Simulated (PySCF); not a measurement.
Constitutional and geometric isomers with formula C3H6Si. Isolated molecules, 0 K electronic values unless said otherwise. One relaxed conformer stands for each flexible species; it need not be the lowest. Strings in code marks are SMILES.

The four lowest singlet excitations (Tamm–Dancoff). The numbers are results of PBE-D3(BJ)/def2-TZVP (PySCF), not measurements. Excitations are Tamm–Dancoff values on a coarser integration grid. The basis has no diffuse functions, so Rydberg states are missing or too high.

| state | energy (eV) | wavelength (nm) | oscillator strength |
|---|---|---|---|
| S1 | 4.77 | 260 | 0.051 |
| S2 | 4.92 | 252 | 0.000 |
| S3 | 5.45 | 227 | 0.188 |
| S4 | 5.51 | 225 | 0.001 |

Task: Say which member gives these states.
A) `C=C[SiH]=C` (C–C–Si–C torsion 2°)
B) `C=[Si]1CC1`
C) `CC=C=[SiH2]`
D) `[SiH3]C1=CC1`

Result: B, `C=[Si]1CC1`
